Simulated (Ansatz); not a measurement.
Born–Oppenheimer molecular dynamics of AlClFH₄NO (9 atoms, charge 0, multiplicity 1). It starts at the highest image of a converged band. Of that band: Beside the main top the profile has a ripple of under 15 meV (maxima at images 1, 4), which may be a very shallow well or noise. A vibrational analysis at the climbing image gives one clearly imaginary mode, 750i cm⁻¹: a first-order saddle point.

All numbers below come from Ansatz, RKS PBE/def2-mTZVP.

| Quantity | Value |
| --- | --- |
| ensemble | NVE (velocity Verlet) |
| time step | 0.5 fs |
| steps asked | 200 |
| starting velocities drawn for | 300 K |
| seed | 9192 |

First frame:

```xyz
9
Properties=species:S:1:pos:R:3
Al -0.101 0.235 0.157
N -0.089 0.070 2.042
H -0.796 -0.502 2.508
H 0.795 -0.048 2.541
F 1.392 0.170 -0.590
Cl -1.787 -0.606 -0.830
O -0.519 2.023 0.682
H -1.415 2.363 0.500
H -0.478 1.453 1.679
```

**Question.** How far do the bonds stretch over the last three quarters of this one trajectory? (Pairs bonded in most of those frames.)

**Answer.** 
| bond | mean (Å) | spread (Å) | shortest | longest |
| --- | --- | --- | --- | --- |
| Al1–N2 | 1.817 | 0.026 | 1.78 | 1.87 |
| Al1–F5 | 1.671 | 0.021 | 1.64 | 1.71 |
| Al1–Cl6 | 2.141 | 0.027 | 2.11 | 2.18 |
| Al1–O7 | 2.010 | 0.031 | 1.97 | 2.05 |
| N2–H3 | 1.024 | 0.022 | 0.99 | 1.06 |
| N2–H4 | 1.024 | 0.029 | 0.98 | 1.07 |
| O7–H8 | 0.979 | 0.009 | 0.96 | 1.00 |
| O7–H9 | 1.001 | 0.028 | 0.95 | 1.06 |

Mean temperature of the second half: 200 K. The conserved energy stayed within 0.23 meV per atom of its start (net change 0.066 meV per atom), so the integration is sound. A run of 0.1 ps of so small a system gives no equilibrium averages. The orbitals stay closed-shell, which can raise the energy where a bond breaks towards radicals; this wasn't checked here.

Run time: 4 min on 4 threads of Arm Neoverse V2, on a shared host, peak memory 0.15 GiB.
